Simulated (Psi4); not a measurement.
Job for Psi4: SAPT0/jun-cc-pV(D+d)Z on ClH7Si2 (a complex), monomers drawn apart or pushed together.

```
memory 1800 MB

molecule dimer {
0 1
Si    0.04874445    0.00566945    0.02378797
H     0.53973453   -1.38819971    0.05790655
H     0.06935450    0.50378241   -1.37126734
H     0.92632966    0.86328202    0.85211315
H    -1.33320496    0.06924721    0.54633631
--
0 1
Si    0.14805797    1.00032953    5.50071393
Cl    0.03490959   -1.01740981    5.05914624
H    -0.84880375    1.71402305    4.68085524
H     1.51083048    1.47066855    5.18923868
H    -0.14368658    1.17150135    6.93740381
units angstrom
symmetry c1
no_reorient
no_com
}

set {
  basis jun-cc-pV(D+d)Z
  scf_type df
  freeze_core true
}

energy('sapt0')
```

The log:

```
[...]
==> Input File <==

--------------------------------------------------------------------------
memory 1800 MB

molecule dimer {
0 1
Si    0.04874445    0.00566945    0.02378797
H     0.53973453   -1.38819971    0.05790655
H     0.06935450    0.50378241   -1.37126734
H     0.92632966    0.86328202    0.85211315
H    -1.33320496    0.06924721    0.54633631
--
0 1
Si    0.14805797    1.00032953    5.50071393
Cl    0.03490959   -1.01740981    5.05914624
H    -0.84880375    1.71402305    4.68085524
H     1.51083048    1.47066855    5.18923868
H    -0.14368658    1.17150135    6.93740381
units angstrom
symmetry c1
no_reorient
no_com
}

set {
  basis jun-cc-pV(D+d)Z
  scf_type df
  freeze_core true
}

energy('sapt0')
--------------------------------------------------------------------------


   => Loading Basis Set <=

    Name: JUN-CC-PV(D+D)Z
    Role: ORBITAL
    Keyword: BASIS
    atoms 1, 6      entry SI         line   566 file jun-cc-pv_dpd_z.gbs
    atoms 2-5, 8-10 entry H          line    60 file jun-cc-pv_dpd_z.gbs
    atoms 7         entry CL         line   764 file jun-cc-pv_dpd_z.gbs

   => Loading Basis Set <=

    Name: JUN-CC-PV(D+D)Z
    Role: ORBITAL
    Keyword: BASIS
    atoms 1, 6      entry SI         line   566 file jun-cc-pv_dpd_z.gbs
    atoms 2-5, 8-10 entry H          line    60 file jun-cc-pv_dpd_z.gbs
    atoms 7         entry CL         line   764 file jun-cc-pv_dpd_z.gbs


  //>>>>>>>>>>>>>>>>>>>>>>>>>>>>>>>>>>>//
  //              Dimer HF             //
  //<<<<<<<<<<<<<<<<<<<<<<<<<<<<<<<<<<<//

   => Libint2 <=

    Primary   basis highest AM E, G, H:  7, 6, 3
    Auxiliary basis highest AM E, G, H:  7, 7, 4
    Onebody   basis highest AM E, G, H:  -, -, -
    Solid Harmonics ordering:            Gaussian


   => Loading Basis Set <=

    Name: JUN-CC-PV(D+D)Z
    Role: ORBITAL
    Keyword: BASIS
    atoms 1, 6      entry SI         line   566 file jun-cc-pv_dpd_z.gbs
    atoms 2-5, 8-10 entry H          line    60 file jun-cc-pv_dpd_z.gbs
    atoms 7         entry CL         line   764 file jun-cc-pv_dpd_z.gbs


         ---------------------------------------------------------
                                   SCF
               by Justin Turney, Rob Parrish, Andy Simmonett
                          and Daniel G. A. Smith
                              RHF Reference
                        1 Threads,   1716 MiB Core
         ---------------------------------------------------------

  ==> Geometry <==

    Molecular point group: c1
    Full point group: C1

    Geometry (in Angstrom), charge = 0, multiplicity = 1:

       Center              X                  Y                   Z               Mass
    ------------   -----------------  -----------------  -----------------  -----------------
         SI           0.048744450000     0.005669450000     0.023787970000    27.976926534650
         H            0.539734530000    -1.388199710000     0.057906550000     1.007825032230
         H            0.069354500000     0.503782410000    -1.371267340000     1.007825032230
         H            0.926329660000     0.863282020000     0.852113150000     1.007825032230
         H           -1.333204960000     0.069247210000     0.546336310000     1.007825032230
         SI           0.148057970000     1.000329530000     5.500713930000    27.976926534650
         CL           0.034909590000    -1.017409810000     5.059146240000    34.968852682000
         H           -0.848803750000     1.714023050000     4.680855240000     1.007825032230
         H            1.510830480000     1.470668550000     5.189238680000     1.007825032230
         H           -0.143686580000     1.171501350000     6.937403810000     1.007825032230

  Running in c1 symmetry.

  Rotational constants: A =      0.21114  B =      0.00912  C =      0.00880 [cm^-1]
  Rotational constants: A =   6329.94409  B =    273.36087  C =    263.68106 [MHz]
  Nuclear repulsion =  167.590625096619704

  Charge       = 0
  Multiplicity = 1
  Electrons    = 52
  Nalpha       = 26
  Nbeta        = 26

  ==> Algorithm <==

  SCF Algorithm Type is DF.
  DIIS enabled.
  MOM disabled.
  Fractional occupation disabled.
  Guess Type is SAD.
  Energy threshold   = 1.00e-08
  Density threshold  = 1.00e-08
  Integral threshold = 1.00e-12

  ==> Primary Basis <==

  Basis Set: JUN-CC-PV(D+D)Z
    Blend: JUN-CC-PV(D+D)Z
    Number of shells: 54
    Number of basis functions: 116
    Number of Cartesian functions: 122
    Spherical Harmonics?: true
    Max angular momentum: 2

   => Loading Basis Set <=

    Name: (JUN-CC-PV(D+D)Z AUX)
    Role: JKFIT
    Keyword: DF_BASIS_SCF
    atoms 1, 6      entry SI         line   506 file jun-cc-pvdz-jkfit.gbs
    atoms 2-5, 8-10 entry H          line    70 file jun-cc-pvdz-jkfit.gbs
    atoms 7         entry CL         line   746 file jun-cc-pvdz-jkfit.gbs

  ==> Integral Setup <==

  DFHelper Memory: AOs need 0.051 GiB; user supplied 1.257 GiB.
  SCF_SUBTYPE=INCORE selected. In-core MEM_DF algorit
[...]
    99A      3.409738   100A      3.409829   101A      3.446602
     102A      4.630262   103A      5.783940   104A      5.784426
     105A      5.826659   106A      5.826732   107A      5.961673
     108A      6.645117   109A      6.645956   110A      6.716084
     111A      6.716227   112A      6.716421   113A     14.140778
     114A     14.144678   115A     14.148335   116A    103.596987

    Final Occupation by Irrep:
              A
    DOCC [    17 ]
    NA   [    17 ]
    NB   [    17 ]

  @DF-RHF Final Energy:  -750.23308871962126

   => Energetics <=

    Nuclear Repulsion Energy =             85.9303559676131670
    One-Electron Energy =               -1209.0773053173325025
    Two-Electron Energy =                 372.9138606300980427
    Total Energy =                       -750.2330887196212643

Computation Completed


Properties will be evaluated at   0.000000,   0.000000,   0.000000 [a0]

Properties computed using the SCF density matrix


 Multipole Moments:

 ------------------------------------------------------------------------------------
     Multipole            Electronic (a.u.)      Nuclear  (a.u.)        Total (a.u.)
 ------------------------------------------------------------------------------------

 L = 1.  Multiply by 2.5417464519 to convert [e a0] to [Debye]
 Dipole X            :         -5.9794003            6.0180497            0.0386494
 Dipole Y            :         -1.3320923            2.0122552            0.6801629
 Dipole Z            :       -339.6683875          339.8161811            0.1477935
 Magnitude           :                                                    0.6971071

 ------------------------------------------------------------------------------------

  Constructing Basis Sets for SAPT...

   => Loading Basis Set <=

    Name: (JUN-CC-PV(D+D)Z AUX)
    Role: RIFIT
    Keyword: DF_BASIS_SAPT
    atoms 1, 6      entry SI         line   376 file jun-cc-pvdz-ri.gbs
    atoms 2-5, 8-10 entry H          line    30 file jun-cc-pvdz-ri.gbs
    atoms 7         entry CL         line   544 file jun-cc-pvdz-ri.gbs

   => Loading Basis Set <=

    Name: (JUN-CC-PV(D+D)Z AUX)
    Role: JKFIT
    Keyword: DF_BASIS_ELST
    atoms 1, 6      entry SI         line   506 file jun-cc-pvdz-jkfit.gbs
    atoms 2-5, 8-10 entry H          line    70 file jun-cc-pvdz-jkfit.gbs
    atoms 7         entry CL         line   746 file jun-cc-pvdz-jkfit.gbs


  //>>>>>>>>>>>>>>>>>>>>>>>>>>>>>>>>>>>//
  //               SAPT0               //
  //<<<<<<<<<<<<<<<<<<<<<<<<<<<<<<<<<<<//



        SAPT0
    Ed Hohenstein
     6 June 2009

      Orbital Information
  --------------------------
    NSO        =       116
    NMO        =       116
    NRI        =       353
    NRI (Elst) =       524
    NOCC A     =         9
    NOCC B     =        17
    FOCC A     =         5
    FOCC B     =        10
    NVIR A     =       107
    NVIR B     =        99

    Elst10,r            =    -0.000133399502 [Eh]
    Exch10              =     0.000043385240 [Eh]
    Exch10 (S^2)        =     0.000043382847 [Eh]

    Maxiter = 50
    CPHF R converge = 1.000000E-08

    Iter     Energy [mEh]          dE [mEh]         Residual      Time [s]
       1      -0.01203241       0.012032412     5.008353e-04             0
       2      -0.01470129       0.002668876     1.366763e-04             0
       3      -0.01473197       0.000030683     2.100244e-05             0
       4      -0.01469675      -0.000035221     2.129004e-06             0
       5      -0.01470082       0.000004067     4.312132e-07             0
       6      -0.01470035      -0.000000466     8.531385e-08             0
       7      -0.01470038       0.000000025     1.190260e-08             0
       8      -0.01470038       0.000000006     1.967046e-09             0

    CHF Iterations converged

    Maxiter = 50
    CPHF R converge = 1.000000E-08

    Iter     Energy [mEh]          dE [mEh]         Residual      Time [s]
       1      -0.00353965       0.003539646     2.660932e-04             0
       2      -0.00414874       0.000609098     1.145051e-04             0
       3      -0.00423509       0.000086346     1.646529e-05             0
       4      -0.00421405      -0.000021041     4.283798e-06             0
       5      -0.00421366      -0.000000386     1.012908e-06             0
       6      -0.00421437       0.000000704     2.008511e-07             0
       7      -0.00421426      -0.000000108     3.865379e-08             0
       8      -0.00421427       0.000000009     9.200981e-09             0

    CHF Iterations converged

    Ind20,r (A<-B)      =    -0.000014700382 [Eh]
    Ind20,r (B<-A)      =    -0.000004214268 [Eh]
    Ind20,r             =    -0.000018914650 [Eh]
    Exch-Ind20,r (A<-B) =     0.000004615559 [Eh]
    Exch-Ind20,r (B<-A) =     0.000002673260 [Eh]
    Exch-Ind20,r        =     0.000007288818 [Eh]
    Disp20              =    -0.000350747839 [Eh]
    Disp20 (SS)         =    -0.000175373920 [Eh]
    Disp20 (OS)         =    -0.000175373920 [Eh]
    Exch-Disp20         =     0.000004021495 [Eh]
    Exch-Disp20 (SS)    =     0.000002435271 [Eh]
    Exch-Disp20 (OS)    =     0.000001586224 [Eh]

    SAPT Results
  --------------------------------------------------------------------------------------------------------
    Electrostatics                 -0.13339950 [mEh]      -0.08370945 [kcal/mol]      -0.35024034 [kJ/mol]
      Elst10,r                     -0.13339950 [mEh]      -0.08370945 [kcal/mol]      -0.35024034 [kJ/mol]

    Exchange                        0.04338524 [mEh]       0.02722465 [kcal/mol]       0.11390793 [kJ/mol]
      Exch10                        0.04338524 [mEh]       0.02722465 [kcal/mol]       0.11390793 [kJ/mol]
      Exch10(S^2)                   0.04338285 [mEh]       0.02722315 [kcal/mol]       0.11390165 [kJ/mol]

    Induction                      -0.01415454 [mEh]      -0.00888211 [kcal/mol]      -0.03716274 [kJ/mol]
      Ind20,r                      -0.01891465 [mEh]      -0.01186912 [kcal/mol]      -0.04966041 [kJ/mol]
      Exch-Ind20,r                  0.00728882 [mEh]       0.00457380 [kcal/mol]       0.01913679 [kJ/mol]
      delta HF,r (2)               -0.00252871 [mEh]      -0.00158679 [kcal/mol]      -0.00663912 [kJ/mol]

    Dispersion                     -0.34672634 [mEh]      -0.21757407 [kcal/mol]      -0.91032989 [kJ/mol]
      Disp20                       -0.35074784 [mEh]      -0.22009759 [kcal/mol]      -0.92088832 [kJ/mol]
      Exch-Disp20                   0.00402150 [mEh]       0.00252353 [kcal/mol]       0.01055843 [kJ/mol]
      Disp20 (SS)                  -0.17537392 [mEh]      -0.11004880 [kcal/mol]      -0.46044416 [kJ/mol]
      Disp20 (OS)                  -0.17537392 [mEh]      -0.11004880 [kcal/mol]      -0.46044416 [kJ/mol]
      Exch-Disp20 (SS)              0.00243527 [mEh]       0.00152816 [kcal/mol]       0.00639380 [kJ/mol]
      Exch-Disp20 (OS)              0.00158622 [mEh]       0.00099537 [kcal/mol]       0.00416463 [kJ/mol]

  Total HF                         -0.10416880 [mEh]      -0.06536691 [kcal/mol]      -0.27349515 [kJ/mol]
  Total SAPT0                      -0.45089515 [mEh]      -0.28294098 [kcal/mol]      -1.18382504 [kJ/mol]

  Special recipe for scaled SAPT0 (see Manual):
    Electrostatics sSAPT0          -0.13339950 [mEh]      -0.08370945 [kcal/mol]      -0.35024034 [kJ/mol]
    Exchange sSAPT0                 0.04338524 [mEh]       0.02722465 [kcal/mol]       0.11390793 [kJ/mol]
    Induction sSAPT0               -0.01415333 [mEh]      -0.00888135 [kcal/mol]      -0.03715957 [kJ/mol]
    Dispersion sSAPT0              -0.34672568 [mEh]      -0.21757365 [kcal/mol]      -0.91032814 [kJ/mol]
  Total sSAPT0                     -0.45089327 [mEh]      -0.28293980 [kcal/mol]      -1.18382013 [kJ/mol]
  --------------------------------------------------------------------------------------------------------



*** Psi4 exiting successfully. Buy a developer a beer!
```

The run finished.

Cost: around 7 core-seconds (rough).
